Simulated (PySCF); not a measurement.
## Polarisability and C₆ of Sb²⁺ (antimony, charge +2)

[Kr] 4d10 5s2 5p1, 2P determinant. Computed with PySCF 2.14 in aug-cc-pVTZ-DK3 (8s7p5d2f, 68 functions), with the spin-free X2C one-electron Hamiltonian (Gaussian nucleus). Coupled (time-dependent) response in atomic units; α is the mean over directions.

| method | mean α (bohr³) | α xx, yy, zz | C₆ (like pair) | S(−4) |
| --- | --- | --- | --- | --- |
| UHF | 16.90 | 16.91, 16.87, 16.91 | 102.7 | 86.84 |
| PBE | 15.60 | 15.31, 16.20, 15.31 | 92.59 | 72.77 |
| PBE0 | 15.83 | 15.65, 16.20, 15.65 | 94.39 | 74.70 |
| B3LYP | 15.52 | 15.28, 16.02, 15.28 | 91.81 | 71.94 |

S(−4) is the Cauchy moment in α(ω) = α(0) + S(−4) ω² + …

Spin-orbit coupling is absent.

α(iu) at UHF:

```json
{"u (hartree)": "0", "α(iu) (bohr³)": "16.90"}
{"u (hartree)": "0.0500", "α(iu) (bohr³)": "16.68"}
{"u (hartree)": "0.100", "α(iu) (bohr³)": "16.08"}
{"u (hartree)": "0.200", "α(iu) (bohr³)": "14.07"}
{"u (hartree)": "0.300", "α(iu) (bohr³)": "11.73"}
{"u (hartree)": "0.500", "α(iu) (bohr³)": "7.859"}
{"u (hartree)": "0.750", "α(iu) (bohr³)": "5.026"}
{"u (hartree)": "1.00", "α(iu) (bohr³)": "3.503"}
{"u (hartree)": "1.50", "α(iu) (bohr³)": "2.043"}
{"u (hartree)": "2.00", "α(iu) (bohr³)": "1.370"}
{"u (hartree)": "3.00", "α(iu) (bohr³)": "0.7509"}
{"u (hartree)": "5.00", "α(iu) (bohr³)": "0.3232"}
```

For an ion, C₆ is the dispersion term alone; charge-induced terms of lower order in 1/R come first.

The components differ because the open shell of this determinant is not spherical; for a pure term their mean is the scalar polarisability.
